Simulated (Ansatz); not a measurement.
Relaxation of ClGeH₆OSbSi (11 atoms, charge 0, multiplicity 1), to a largest force component of 0.015 eV/Å in at most 40 steps.

The calculation used Ansatz, RKS PBE-D4/def2-SVP.

```xyz
11
Properties=species:S:1:pos:R:3
O -0.018 0.811 1.891
Si 1.126 1.159 0.686
Sb 1.416 -0.886 -0.758
Ge 2.834 0.340 -2.397
Cl 4.685 1.039 -1.477
H -0.928 1.016 1.411
H 0.737 2.291 -0.156
H 2.439 1.510 1.341
H -0.109 -0.505 -1.624
H 3.203 -0.540 -3.629
H 2.069 1.630 -2.990
```

Problem. Where does it end, and by what steps?

Solution. It converged. The force dipped under the threshold on the way, but the program's further checks kept it going. After 19 steps the energy has fallen by 0.463 eV; Cl5 moved furthest, 0.57 Å.

```csv
step,energy less start (eV),largest force component (eV/Å),accepted
0,0.0000,2.380,yes
1,-0.3258,0.928,yes
2,-0.3729,0.952,yes
3,-0.4016,0.659,yes
4,-0.4230,0.216,yes
5,-0.4330,0.190,yes
6,-0.4392,0.077,yes
7,-0.4447,0.056,yes
8,-0.4492,0.248,yes
9,-0.4547,0.161,yes
10,-0.4577,0.110,yes
11,-0.4609,0.073,yes
12,-0.4612,0.050,yes
13,-0.4622,0.028,yes
14,-0.4622,0.051,yes
15,-0.4625,0.038,yes
16,-0.4629,0.019,yes
17,-0.4631,0.021,yes
18,-0.4632,0.013,yes
19,-0.4633,0.014,yes
```

```xyz
11
Properties=species:S:1:pos:R:3
O -0.071 1.072 1.730
Si 1.277 1.116 0.717
Sb 1.378 -1.073 -0.728
Ge 2.680 0.369 -2.522
Cl 4.252 1.392 -1.362
H -0.929 1.076 1.269
H 1.266 2.332 -0.178
H 2.459 1.151 1.636
H -0.132 -0.616 -1.465
H 3.433 -0.451 -3.608
H 1.841 1.495 -3.191
```

Run time: 91 s on 2 threads of Arm Neoverse V1, on a shared host, peak memory 0.2 GiB.
